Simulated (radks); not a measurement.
Xe II, configuration [Kr] 4d10 5s1.75 5p5 6p0.25 (fractional occupations, a model configuration). Method: scalar-relativistic Kohn-Sham, exchange-only B88, spin-polarised, spherical densities, finite nucleus; open shells are filled with parallel spins first (spin-orbit coupling, left out, can overturn this in heavy ions); Fermi nuclear charge, rms radius 4.7859 fm; computed with a radial shooting solver on a logarithmic mesh with Libxc functionals. Some entries of the table are withheld. Estimate them.

orbital,occ.,eigenvalue (hartree),<r> (bohr)
1s up,1,-1263.673,0.02666
1s down,1,-1263.671,0.02666
2s up,1,-197.0032,0.1146
2s down,1,-197.0021,0.1146
2p up,3,-176.8316,0.1003
2p down,3,-176.8300,0.1003
3s up,1,-40.59842,0.3065
3s down,1,-40.59647,0.3064
3p up,3,-34.08348,0.3044
3p down,3,-34.08133,0.3044
3d up,5,-24.41572,0.2809
3d down,5,-24.41370,0.2809
4s up,1,-7.64403,0.7167
4s down,1,-7.63944,0.7166
4p up,3,-5.58058,0.7650
4p down,3,-5.57559,0.7646
4d up,5,-2.57379,0.8772
4d down,5,-2.56585,0.8749
5s up,1,-1.10301,1.816
5s down,0.75,-1.06236,1.816
5p up,3,-0.65433,2.168
5p down,2,-0.61418,2.184
6p up,0.25,(1),6.438

Answer. 
(1) 6p up eigenvalue (hartree): -0.14733
